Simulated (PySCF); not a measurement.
**Radiative rates from a computed spectrum**

Species: C6H6F2.
SMILES: `C=C/C(F)=C\C=C/F`

Computed, not measured: TDDFT CAM-B3LYP/def2-SVPD, vertical, gas phase, core orbitals frozen in the response in PySCF 2.14.0, density-fitted response routines. Isolated species at its GFN2-xTB geometry (one conformer only). Torsions of this conformer, `[CH2:1]=[CH:2]/[C:3]([F:4])=[CH:5]\[CH:6]=[CH:7]/[F:8]`: C1–C2–C3–F4 0°, C3–C5–C6–C7 180°.

For one non-degenerate pair of states in vacuum, A = 0.6670 f ν̃² s⁻¹ with ν̃ in cm⁻¹, τ = 1/A, |μ|² = 3f / (2ΔE) in atomic units, and the integrated cross-section is ∫σ dE = 109.76 f Mb·eV.

These lifetimes count emission to the ground state at the vertical energy alone; relaxation of the geometry and all other decay channels are left out.

Energies and rates of the computed singlets with f of 0.002 or more:

| state | λ (nm) | A (s⁻¹) |
| --- | --- | --- |
| S1 | 257.5 | 8.97×10⁸ |
| S2 | 202.8 | 1.48×10⁷ |
| S3 | 197.2 | 1.32×10⁸ |
| S5 | 182.3 | 5.12×10⁶ |
| S6 | 179.0 | 8.24×10⁷ |
| S7 | 166.7 | 1.63×10⁷ |

Task: Which f and |μ| stand behind these rates?

Result: f = A / (0.6670 ν̃²), and |μ| follows from f:

| state | f | \|μ\| (D) | τ | main configurations (H = HOMO, L = LUMO) |
| --- | --- | --- | --- | --- |
| S1 | 0.892 | 6.99 | 1.1 ns | H→L (98%) |
| S2 | 0.0091 | 0.63 | 68 ns | H→L+1 (94%) |
| S3 | 0.077 | 1.80 | 7.6 ns | H→L+2 (70%), H-1→L (28%) |
| S5 | 0.0026 | 0.31 | 200 ns | H→L+4 (91%) |
| S6 | 0.040 | 1.23 | 12 ns | H-1→L (69%), H→L+2 (28%) |
| S7 | 0.0068 | 0.49 | 61 ns | H→L+5 (76%), H→L+6 (9%) |

Task: By what factor does the largest A in the list exceed the smallest?

Result: S1 has 180 times the rate of S5.

Task: Suppose S1 emitted 0.3 eV lower with the same transition dipole. How would A change?

Result: At fixed |μ|, A goes as the cube of the energy: (4.52/4.82)³ = 0.82, which makes τ about 1.4 ns.

Task: Which computed singlets stay under f = 0.002?

Result: S4 (6.74 eV, f 0.0000) and S8 (7.47 eV, f 0.0016).
